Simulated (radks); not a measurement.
Radial electron density D(r) = 4 pi r^2 rho(r) of an atom or ion with 7 electrons. Method: non-relativistic Kohn-Sham, PBE, spin-polarised, spherical densities, point nucleus; computed with a radial shooting solver on a logarithmic mesh with Libxc functionals.

```
   r/bohr * D(r) (the largest magnitude, 8.55, reaches the edge; | marks zero)
 0.006275 |*
 0.006963 |*
 0.007726 |*
 0.008573 | *
 0.009513 | *
  0.01056 | *
  0.01171 |  *
    0.013 |  *
  0.01442 |   *
    0.016 |    *
  0.01775 |     *
   0.0197 |      *
  0.02186 |        *
  0.02426 |         *
  0.02691 |           *
  0.02986 |             *
  0.03314 |               *
  0.03677 |                  *
   0.0408 |                     *
  0.04527 |                        *
  0.05023 |                            *
  0.05574 |                               *
  0.06185 |                                   *
  0.06862 |                                       *
  0.07614 |                                           *
  0.08449 |                                              *
  0.09375 |                                                 *
    0.104 |                                                    *
   0.1154 |                                                     *
   0.1281 |                                                      *
   0.1421 |                                                      *
   0.1577 |                                                    *
   0.1764 |                                                 *
   0.1957 |                                             *
   0.2172 |                                        *
    0.241 |                                   *
   0.2674 |                               *
   0.2967 |                          *
   0.3292 |                      *
   0.3653 |                    *
   0.4053 |                   *
   0.4497 |                   *
    0.499 |                    *
   0.5537 |                      *
   0.6144 |                        *
   0.6817 |                          *
   0.7564 |                            *
   0.8394 |                            *
   0.9314 |                           *
    1.033 |                         *
    1.147 |                      *
    1.272 |                  *
    1.412 |              *
    1.567 |          *
    1.738 |       *
    1.929 |    *
     2.14 |  *
    2.375 | *
    2.635 |*
    2.924 |*
    3.244 *
      3.6 *
    3.994 *
    4.432 *
```

What is the nuclear charge?

Answer. Z = 8. The innermost maximum, from 1s, lies near 1/Z = 0.125 bohr (found: 0.129), and its height grows with Z. The density is that of the oxygen ion O+ in [He] 2s2 2p3; the configuration itself is not fixed sharply by these data. D(r) has 2 maxima, at r = 0.129, 0.813 bohr, and minima at 0.422 bohr, inside which lie 2.19 electrons.
